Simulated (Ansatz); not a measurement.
Correlation energies of C$_{2}$H$_{5}$B$_{2}$F (`CC1BB1F`) by basis set

```xyz
10

C    -0.2439   -1.1831   -0.7075
C    -0.0876    0.0821    0.0958
B     1.1155    0.9345    0.2465
B    -0.0439    1.5225    1.0234
F    -1.0026    2.0771    1.7142
H    -0.5197   -2.0238   -0.0641
H     0.6887   -1.4243   -1.2153
H    -1.0339   -1.0769   -1.4567
H    -1.0680    0.2716    0.5817
H     2.1956    0.8202   -0.2181
```

The species carries charge 0 and has multiplicity 1. Geometry: relaxed with PBE0-D4/def2-TZVP. Frozen core, restricted reference, Ansatz 0.2.0. CBS rows extrapolate triple and quadruple zeta; past MP2 they add the triple-zeta difference.

```tsv
basis	HF (Eh)	MP2 corr.	CCSD corr.	(T)	CCSD(T) total
def2-SVP	-227.24071	-0.63622	-0.67424	?	?
def2-TZVPP	-227.50760	-0.79081	-0.82017	-0.03474	-228.36251
def2-QZVPP	-227.51800	-0.84873	–	–	–
CBS(def2)	?	?	?	as TZ	?
```

**Question.** Fill in the withheld values. (An estimate is asked.)

**Answer.** Ansatz gave: def2-SVP (T): -0.02253; def2-SVP CCSD(T) total: -227.93748; CBS(def2) HF (Eh): -227.51943; CBS(def2) MP2 corr.: -0.89163; CBS(def2) CCSD corr.: -0.92099; CBS(def2) CCSD(T) total: -228.47516.
